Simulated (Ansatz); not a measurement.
Calculated with Ansatz (gas phase, PBE0-D4/def2-TZVP geometries, no zero-point term in ΔE). CCSD(T)/CBS adds triple-zeta CCSD(T) − MP2 to the extrapolated MP2 energy (def2 sets, frozen cores). DFT in def2-TZVPP. For Ge outer-core shells are correlated without core-valence functions, which leaves a few kJ/mol of doubt a bond. Scalar relativity is left out up to krypton. Each species was taken in one conformer, which may not be the lowest.

`NB(F)[O][GeH3]` + `CBS` → `CB[S][GeH3]` + `NB(O)F`  (ligand exchange at a Ge–O bond)

`NB(F)[O][GeH3]`:

Cartesian coordinates in Å:
```
N 1.363 1.397 -1.028
B 0.373 0.779 -0.254
F -0.449 1.562 0.481
O 0.220 -0.568 -0.222
Ge -1.018 -1.429 0.741
H 1.482 2.393 -1.057
H 2.003 0.873 -1.595
H -2.411 -0.980 0.276
H -0.768 -2.908 0.429
H -0.795 -1.119 2.228
```

`CBS`:

Cartesian coordinates in Å:
```
C 0.459 0.571 0.822
B -0.418 -0.141 -0.251
S 0.357 -1.170 -1.483
H 0.128 0.273 1.824
H 0.290 1.653 0.773
H 1.532 0.385 0.744
H -1.606 -0.020 -0.275
H -0.742 -1.552 -2.155
```

`CB[S][GeH3]`:

```xyz
11

C    -1.210    1.334   -1.360
B    -0.247    0.399   -0.569
S    -0.636   -0.085    1.107
Ge    1.125   -1.376    1.582
H    -0.665    2.226   -1.692
H    -2.098    1.652   -0.812
H    -1.530    0.833   -2.282
H     0.763   -0.007   -1.073
H     2.406   -0.538    1.492
H     1.176   -2.547    0.592
H     0.917   -1.889    3.014
```

`NB(O)F`:

Z-matrix (Å, degrees):
```
N
B 1 1.406
H 1 1.004 2 121.1
H 1 1.003 2 124.7 3 180.0
O 2 1.363 1 125.7 3 -180.0
F 2 1.337 1 118.3 3 0.0
H 5 0.957 2 114.6 1 0.0
```

(1) Is it downhill or uphill in electronic energy at CCSD(T)/CBS, and by how much? (Estimate.)

(2) What do these levels give: PBE-D4, r2SCAN-D4, PBE0-D4, B2PLYP, PBE, r2SCAN, PBE0, SCS-MP2/def2-TZVPP, CCSD/def2-TZVPP, HF/def2-QZVPP, HF/CBS(def2), CCSD/CBS(def2)? (An estimate is asked.)

Largest T1 diagnostic among the species: 0.013.

Results:

(1) Computed: Downhill: ΔE = -6.5 kJ/mol.

(2) Computed: PBE-D4 -13.6, r2SCAN-D4 -6.8, PBE0-D4 -13.1, B2PLYP -0.9, PBE -12.2, r2SCAN -6.5, PBE0 -11.8, SCS-MP2/def2-TZVPP 0.8, CCSD/def2-TZVPP 0.0, HF/def2-QZVPP 9.4, HF/CBS(def2) 9.5, CCSD/CBS(def2) -4.7 kJ/mol.

In def2-TZVPP, CCSD(T) changes the Hartree–Fock value by −10.0 kJ/mol (the triples alone add −1.8 kJ/mol) and MP2 by −13.8 kJ/mol.
